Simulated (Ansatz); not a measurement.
Program: Ansatz. Geometries: PBE0-D4/def2-TZVP. ΔE: electronic, gas phase. CBS: MP2 limit from def2 TZ/QZ plus the TZ coupled-cluster correction, frozen cores. DFT in def2-TZVPP. For Ge outer-core shells are correlated without core-valence functions, which leaves a few kJ/mol of doubt a bond. Scalar relativity is left out up to krypton. Each species was taken in one conformer, which may not be the lowest.

Consider the formal exchange of groups at a C–Ge bond: `C[S][GeH]([CH3])[Cl]` + `BC1=CB1` → `CBC1=CB1` + `C[S][GeH2][Cl]`.

| level | ΔE (kJ/mol) |
| --- | --- |
| r2SCAN-D4 | -12.9 |
| RPA@PBE/def2-TZVPP | -7.8 |
| HF/def2-SVP | -52.0 |
| MP2/def2-SVP | -19.4 |

Q: What does CCSD(T)/CBS give? (An estimate is asked.)

A: Ansatz gave: -10.1 kJ/mol. The listed levels differ from it by -2.8, 2.3, -41.9, -9.3 kJ/mol.

Largest T1 diagnostic among the species: 0.013.

From BLYP to BHLYP (50 % exact exchange), in def2-TZVPP and without D4, ΔE moves by −6.4 kJ/mol. Leaving LDA and LC-ωPBE aside and taking each functional with its dispersion term where it has one, the values, not all of them listed here, spread over 15.0 kJ/mol, from BHLYP-D4 to revPBE-D4. LDA lies +3.9 kJ/mol from PBE without D4.
